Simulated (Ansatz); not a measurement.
The cluster B8N⁺. Charge 1, multiplicity 1. Geometry PBE0-D4/def2-SVP; atoms count from 1.

```
atom   x (Å)   y (Å)   z (Å)
  N1  -0.110  -0.001  -0.391
  B2  -0.526  -0.003  -1.872
  B3  -1.163  -1.001  -0.811
  B4   1.427   1.186   1.138
  B5   1.561   1.756  -0.291
  B6   0.348   0.002   1.240
  B7  -0.625  -1.181   1.718
  B8   0.570   0.998  -1.301
  B9  -1.483  -1.756   0.569
```

The restricted singlet is unstable towards broken spin symmetry in Hartree–Fock (as tested in another run); at PBE0-D4/def2-TZVP this wasn't settled. Another isomer (singlet) lies 5.46 eV lower at PBE0-D4/def2-TZVP; other spin states weren't run for this one.

Question: Estimate the Mulliken populations from the PBE0/def2-TZVP orbitals of Ansatz.

Answer: 
```
atom  charge (e)
  N1        0.26
  B2        0.17
  B3       -0.02
  B4        0.16
  B5        0.20
  B6       -0.11
  B7        0.16
  B8       -0.02
  B9        0.20
```
Mulliken values depend strongly on the basis.

Question: And the Mayer bond orders between heavy atoms (over 0.3)?

Answer: N1–B2 0.83 (1.54 Å); N1–B3 0.88 (1.51 Å); N1–B6 0.69 (1.69 Å); N1–B8 0.88 (1.51 Å); B2–B3 1.00 (1.59 Å); B2–B8 1.00 (1.59 Å); B3–B9 1.13 (1.61 Å); B4–B5 1.49 (1.55 Å); B4–B6 1.18 (1.60 Å); B5–B8 1.13 (1.61 Å); B6–B7 1.18 (1.60 Å); B7–B9 1.49 (1.55 Å).
